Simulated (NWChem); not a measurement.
System: C₂H₅NOSi; SMILES O=C/N=C/[SiH3]

NWChem input:

```
start job
memory heap 200 mb stack 900 mb global 1100 mb
geometry units angstroms noautosym nocenter noautoz
  O      0.147038     2.902828     0.473210
  C     -0.348585     1.885447     0.097407
  N      0.231184     0.607643     0.309523
  C     -0.438907    -0.370870    -0.163318
  Si     0.167997    -2.160273     0.016274
  H     -1.326720     1.858597    -0.461681
  H     -1.402984    -0.178799    -0.695209
  H     -0.884557    -2.933478     0.742138
  H      1.458230    -2.185185     0.753977
  H      0.318119    -2.735749    -1.354459
end
basis spherical
  * library 6-31+g*
end
dft
  xc b3lyp
  iterations 150
end
property
  response 1 0.0
end
task dft property
```

Excerpt of the output:

```
             Northwest Computational Chemistry Package (NWChem) 7.3.0
             --------------------------------------------------------

                             Geometry "geometry" -> ""
                             -------------------------

 Output coordinates in angstroms (scale by  1.889725989 to convert to a.u.)

  No.       Tag          Charge          X              Y              Z
 ---- ---------------- ---------- -------------- -------------- --------------
    1 O                    8.0000     0.14703800     2.90282800     0.47321000
    2 C                    6.0000    -0.34858500     1.88544700     0.09740700
    3 N                    7.0000     0.23118400     0.60764300     0.30952300
    4 C                    6.0000    -0.43890700    -0.37087000    -0.16331800
    5 Si                  14.0000     0.16799700    -2.16027300     0.01627400
    6 H                    1.0000    -1.32672000     1.85859700    -0.46168100
    7 H                    1.0000    -1.40298400    -0.17879900    -0.69520900
    8 H                    1.0000    -0.88455700    -2.93347800     0.74213800
    9 H                    1.0000     1.45823000    -2.18518500     0.75397700
   10 H                    1.0000     0.31811900    -2.73574900    -1.35445900

 Effective nuclear repulsion energy (a.u.)     194.7564406469

                              NWChem Property Module
                              ----------------------

                                 NWChem DFT Module
                                 -----------------

 Summary of "ao basis" -> "ao basis" (spherical)
 ------------------------------------------------------------------------------
       Tag                 Description            Shells   Functions and Types
 ---------------- ------------------------------  ------  ---------------------
 O                          6-31+g*                  8       18   4s3p1d
 C                          6-31+g*                  8       18   4s3p1d
 N                          6-31+g*                  8       18   4s3p1d
 Si                         6-31+g*                 10       22   5s4p1d
 H                          6-31+g*                  2        2   2s

            General Information
            -------------------
          SCF calculation type: DFT
          Wavefunction type:  closed shell.
          No. of atoms     :    10
          No. of electrons :    46
           Alpha electrons :    23
            Beta electrons :    23
          Charge           :     0
          Spin multiplicity:     1
          Use of symmetry is: off; symmetry adaption is: off
          Maximum number of iterations: 150
          AO basis - number of functions:   104
                     number of shells:    52
          Convergence on energy requested:  1.00D-06
          Convergence on density requested:  1.00D-05
          Convergence on gradient requested:  5.00D-04

              XC Information
              --------------
                         B3LYP Method XC Potential
                     Hartree-Fock (Exact) Exchange  0.200
                        Slater Exchange Functional  0.800 local
                    Becke 1988 Exchange Functional  0.720 non-local
              Lee-Yang-Parr Correlation Functional  0.810
                  VWN I RPA Correlation Functional  0.190 local

             Grid Information
             ----------------
          Grid used for XC integration:  medium
          Radial quadrature: Mura-Knowles
          Angular quadrature: Lebedev.
          Tag              B.-S. Rad. Rad. Pts. Rad. Cut. Ang. Pts.
          ---              ---------- --------- --------- ---------
          O                   0.60       49          15.0       434
          C                   0.70       49          15.0       434
          N                   0.65       49          12.0       434
          Si                  1.10       88          14.0       590
          H                   0.35       45          14.0       434
          Grid pruning is: on
          Number of quadrature shells:   509
          Spatial weights used:  Erf1

      Superposition of Atomic Density Guess
      -------------------------------------

 Sum of atomic energies:        -495.68830791

      Non-variational initial energy
      ------------------------------

 Total energy =    -497.933974
 1-e energy   =   -1067.409359
 2-e energy   =     374.718945
 HOMO         =      -0.290453
 LUMO         =      -0.083298

   convergence    iter        energy       DeltaE   RMS-Dens  Diis-err
 ---------------- ----- ----------------- --------- --------- ---------
 d= 0,ls=0.0,diis     1   -498.5004032241 -6.93D+02  2.70D-02  1.15D+00
 d= 0,ls=0.0,diis     2   -498.0465811536  4.54D-01  1.94D-02  5.56D+00
 d= 0,ls=0.0,diis     3   -498.6445050005 -5.98D-01  2.41D-03  5.36D-02
 d= 0,ls=0.0,diis     4   -498.6480358742 -3.53D-03  1.15D-03  2.28D-02
 d= 0,ls=0.0,diis     5   -498.6502125524 -2.18D-03  4.34D-04  2.86D-03
  Resetting Diis
 d= 0,ls=0.0,diis     6   -498.6505041157 -2.92D-04  1.32D-04  2.19D-04
 d= 0,ls=0.0,diis     7   -498.6505301632 -2.60D-05  8.69D-05  1.63D-05
 d= 0,ls=0.0,diis     8   -498.6505257078  4.46D-06  5.34D-05  5.08D-05
 d= 0,ls=0.0,diis     9   -498.6505323187 -6.61D-06  9.54D-06  1.79D-06
 d= 0,ls=0.0,diis    10   -498.6505324991 -1.80D-07  1.65D-06  2.90D-08

         Total DFT energy =     -498.650532499070
      One electron energy =    -1070.437301142425
           Coulomb energy =      426.095991449915
    Exchange-Corr. energy =      -49.065663453421
 Nuclear repulsion energy =      194.756440646861

 Numeric. integr. density =       46.000002906352

                       DFT Final Molecular Orbital Analysis
                       ------------------------------------

 Vector   21  Occ=2.000000D+00  E=-3.469115D-01
              MO Center= -4.6D-02,  5.8D-02,  9.9D-02, r^2= 5.4D+00
   Bfn.  Coefficient  Atom+Function         Bfn.  Coefficient  Atom+Function
  ----- ------------  ---------------      ----- ------------  ---------------
    41     -0.291063   3 N  pz                5      0.271094   1 O  pz
    59     -0.235747   4 C  pz               45     -0.184411   3 N  pz
     9      0.171847   1 O  pz               81      0.168914   5 Si pz
   100      0.167345   8 H  s               104     -0.167870  10 H  s
    39      0.165992   3 N  px                3     -0.154288   1 O  px

 Vector   22  Occ=2.000000D+00  E=-3.154040D-01
              MO Center=  1.0D-01,  1.6D+00,  3.2D-01, r^2= 3.0D+00
   Bfn.  Coefficient  Atom+Function         Bfn.  Coefficient  Atom+Function
  ----- ------------  ---------------      ----- ------------  ---------------
    42      0.421096   3 N  s                 3     -0.360651   1 O  px
    39      0.260786   3 N  px                4      0.240800   1 O  py
    46      0.224031   3 N  s                 7     -0.218062   1 O  px
     5     -0.183221   1 O  pz               57     -0.169436   4 C  px
    60     -0.169599   4 C  s                 8      0.167304   1 O  py

 Vector   23  Occ=2.000000D+00  E=-2.776065D-01
              MO Center= -7.9D-02,  1.2D+00,  1.9D-01, r^2= 3.5D+00
   Bfn.  Coefficient  Atom+Function         Bfn.  Coefficient  Atom+Function
  ----- ------------  ---------------      ----- ------------  ---------------
    39      0.318469   3 N  px                3      0.298522   1 O  px
    96      0.263644   6 H  s                43      0.219984   3 N  px
     7      0.196061   1 O  px               98      0.195724   7 H  s
    40     -0.187997   3 N  py                4     -0.175474   1 O  py
    41      0.164120   3 N  pz               80     -0.164153   5 Si py

 Vector   24  Occ=0.000000D+00  E=-1.004344D-01
              MO Center= -2.1D-01,  4.9D-01,  4.6D-02, r^2= 3.7D+00
   Bfn.  Coefficient  Atom+Function         Bfn.  Coefficient  Atom+Function
  ----- ------------  ---------------      ----- ------------  ---------------
    59      0.349508   4 C  pz               63      0.343984   4 C  pz
    67      0.265755   4 C  pz                5      0.254253   1 O  pz
    41     -0.238082   3 N  pz               23     -0.233009   2 C  pz
    45     -0.227313   3 N  pz               27     -0.212604   2 C  pz
     9      0.201881   1 O  pz               57     -0.199288   4 C  px

 Vector   25  Occ=0.000000D+00  E=-1.403646D-02
              MO Center= -8.9D-01, -1.5D+00, -5.3D-01, r^2= 9.6D+00
   Bfn.  Coefficient  Atom+Function         Bfn.  Coefficient  Atom+Function
  ----- ------------  ---------------      ----- ------------  ---------------
    86      3.606010   5 Si s                64     -2.871041   4 C  s
    66      1.554769   4 C  py               88      1.250646   5 Si py
    84      0.813276   5 Si py               28     -0.733440   2 C  s
    65     -0.704891   4 C  px               87     -0.566722   5 Si px
    60     -0.500768   4 C  s                30      0.358461   2 C  py

[...]

 DFT Linear Response polarizability / au
 Frequency  =       0.0000000 / au
              X              Y              Z
 -----------------------------------------------
 X      53.1915265      3.0518505      6.6293366
 Y       3.0518469     90.1780681      6.2056977
 Z       6.6293364      6.2056997     46.3961707
 -----------------------------------------------
 Eigenvalues =      56.2657913     91.4543538     42.0456202
 Isotropic   =      63.2552551
 Anisotropic =      44.0549154
 -----------------------------------------------

 Magnetic Dipole Response Matrix (nonzero elements):

 Exiting AOResponse driver routine
```

Level: B3LYP/6-31+G* (spherical d). Geometry: optimised at PBE0/def2-SVP.
